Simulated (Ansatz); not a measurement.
**Which method gave which barrier?**

Saddle point of SiNH₆OF, closed shell (SiH₃OF ([OH][SiH2][F]) + NH₃ → SiNH₅O ([NH2][SiH2][OH]) + HF; bonds formed: Si1–N7, F2–H6; bonds broken: Si1–F2, H6–N7), PBE0-D4/def2-TZVP structure:

| atom | x (Å) | y (Å) | z (Å) |
| --- | --- | --- | --- |
| Si1 | -0.5768 | -0.0930 | 0.5621 |
| F2 | 1.4630 | -0.9025 | 0.2075 |
| H3 | -0.8753 | -1.5292 | 0.7124 |
| H4 | -1.8867 | 0.6208 | 0.5477 |
| O5 | 0.2478 | 0.7896 | 1.6576 |
| H6 | 0.9496 | -0.3323 | -0.8733 |
| N7 | -0.0123 | 0.1788 | -1.1872 |
| H8 | 1.1468 | 0.4439 | 1.7263 |
| H9 | -0.5353 | -0.3262 | -1.8929 |
| H10 | 0.0792 | 1.1501 | -1.4603 |

Computed with Ansatz 0.2.0 (basis: def2-TZVPP, with def2-QZVPP for the basis limit); correlated methods freeze the cores. B3LYP uses VWN-RPA correlation. Extrapolation: Hartree–Fock as exp(−7.88 √X), correlation as X^−2.97. Four methods, as single points on the PBE0-D4 structures, gave these electronic barriers from the start structure: 26.33, 28.37, 31.83, 41.05 kcal/mol.

The methods were, in alphabetical order, B3LYP-D4, BHLYP-D4, BLYP-D4, HF. Which gave which? (A judgement: the text doesn't fix the answer.)

The calculation gives: BLYP-D4 26.33; B3LYP-D4 28.37; BHLYP-D4 31.83; HF 41.05 kcal/mol. For comparison, CCSD(T) at an estimated basis limit (MP2 extrapolated from triple and quadruple zeta, plus CCSD(T) − MP2 in triple zeta) gives 29.36 kcal/mol.

T1 diagnostic: at most 0.013.

The step is the kind of exchange with an N–H group that builds nitride films in atomic layer and chemical vapour deposition.

Labels in which every atom is bracketed show which atoms are joined, not bond orders.

For scale, one of the runs: CCSD(T)/def2-TZVPP, 219 basis functions (an equivalent command: `ansatz run in.yaml --threads 4`). The run took 68 s on 4 CPU threads (shared host), with 3.4 GiB of host memory at its peak.
